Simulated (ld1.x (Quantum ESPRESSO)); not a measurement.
**Pseudopotential generation for Nd: ultrasoft, PW91, scalar-relativistic.**

```
Element                 : Nd (Z = 60)
Generator               : ld1.x (Quantum ESPRESSO) 7.5
Type                    : ultrasoft
Functional              : PW91
Relativity              : scalar-relativistic
Frozen core             : [Kr] 4d10
Valence charge          : 14
Reference configuration : 4f4 5s2 5p6 5d0 6s1 6p1
Partial waves           : 5s (bound): rcut 1.90, rcutus 1.95 bohr; 6s (bound): rcut 1.90, rcutus 1.95 bohr; 5p (bound): rcut 2.25, rcutus 2.85 bohr; 6p (bound): rcut 2.25, rcutus 2.85 bohr; 5d (bound, empty): rcut 2.15, rcutus 2.30 bohr; 5d channel at 0.6 Ry: rcut 2.15, rcutus 2.30 bohr; 4f (bound): rcut 1.45, rcutus 1.90 bohr; 4f channel at 2.2 Ry: rcut 1.45, rcutus 1.90 bohr
Local potential         : all-electron potential smoothed inside 1.65 bohr (lloc = -1)
Core correction         : Bessel-smoothed model core inside 2.00 bohr
Augmentation charge     : PSQ, inside the norm-conserving radii
```

All-electron outer shells of the reference configuration (PW91, scalar-relativistic, ld1.x):

```csv
shell,level (eV),outermost node (bohr),outermost maximum (bohr)
4p,-227.16,0.32,0.59
4d,-117.89,0.29,0.62
5s,-41.75,0.72,1.32
5p,-23.35,0.77,1.50
6s,-4.20,1.77,3.74
4f,-2.99,–,0.67
5d,-2.87,0.88,2.18
6p,-1.80,2.12,4.98
```

(1) Is the overlap operator S = 1 + Σ q|β⟩⟨β| positive definite (Bessel basis up to 400 Ry)?

Answers

(1) No: its lowest eigenvalue is -0.282, in the p channel, so the generalised eigenproblem breaks down once the basis is large enough.

Test run stopped at test 1 of 7 (negative rho).

The ghost test of this file was not conclusive. Its overlap operator is not positive definite in a basis up to 400 Ry (lowest eigenvalue p -0.28), so the file is unfit for use: the generalised eigenproblem breaks down once the basis is large enough, and its test numbers describe a broken file.
